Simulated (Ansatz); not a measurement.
CaF2, triplet, at a GFN2-xTB geometry of the parent state (such geometries of metal compounds can be far from the true shape) (a higher spin typed on purpose: for a closed-shell molecule this is an excited state); BLYP/pcseg-1 in Ansatz (a program for electronic structure).

Here is a job for Ansatz.
Ansatz 0.2 input:
```yaml
crystal:
  periodic: [false, false, false]
  atoms:
    - {symbol: Ca, position_ang: [0.48463727, -0.07969732, -0.18176975]}
    - {symbol: F, position_ang: [-0.72534756, 1.23563849, -0.79918929]}
    - {symbol: F, position_ang: [-0.35162414, -1.05853334, 1.20312207]}
basis:
  gaussian:
    orbitals: pcseg-1.json
hamiltonian:
  xc: blyp
magnetization: {spin_polarized: true, initial_magnetization: 2}
```
The basis file holds pcseg-1 in the JSON format of the Basis Set Exchange.

### Question
Write the output that Ansatz gives for this input, abridged.

### Answer

```
Functional definition: BLYP
605 factors; their error is unknown
mean field evaluation 1: about -23865.4477 eV, gradient 2.3e1 eV
mean field evaluation 2: about -23861.5408 eV, gradient 4.3e1 eV
mean field evaluation 4: about -23867.1949 eV, gradient 5.0e-1 eV
mean field evaluation 8: about -23867.1701 eV, gradient 3.5e-2 eV
mean field evaluation 16: about -23867.1701 eV, gradient 4.9e-5 eV
mean field evaluation 32: about -23866.9257 eV, gradient 1.2e-5 eV
mean field evaluation 64: about -23866.9059 eV, gradient 4.1e-1 eV
mean field evaluation 96: about -23866.6847 eV, gradient 4.3e0 eV
mean field evaluation 128: about -23866.7690 eV, gradient 1.1e-1 eV
mean field -23867.17014324 eV, -877.1023250150 hartree, gradient 9.7e-6 eV, S^2 2.002880; 15 other end points of the search recorded, 0 dependent functions left out
reference -23867.17040910 eV, -877.1023347851 hartree; 20, 18 occupied and 32, 34 virtual orbitals, 605 factors
Total energy: -23867.17040910 eV, -877.1023347851 hartree
```
